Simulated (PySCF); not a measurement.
How methods differ on the excitation energy of Ca

Ca [Ar] 4s2 (1S) → Ca [Ar] 4p2 (3P), as a difference of total energies. All numbers are calculated (PySCF 2.14, scalar relativity by spin-free X2C-1e, in aug-cc-pVQZ-X2C (8s7p5d3f2g, 93 functions)). Correlated levels: valence: [Ar] frozen. The calculations carry no spin-orbit coupling.

```
           method  excitation energy (eV)  error (eV)
              UHF                   4.177      -0.597
    MP2 (valence)                   4.607      -0.167
SCS-MP2 (valence)                   4.807      +0.033
   CCSD (valence)                   4.583      -0.191
```

Reference: 4.774 eV (measured; NIST levels, between the centres of gravity of the two terms).

Errors of the correlated levels include the incompleteness of this basis and the frozen core.

With two correlated electrons CCSD is exact in that space.

The coupled-cluster amplitudes are large for the upper state (T1 above 0.03 or a double amplitude above 0.15), so a single reference is strained.
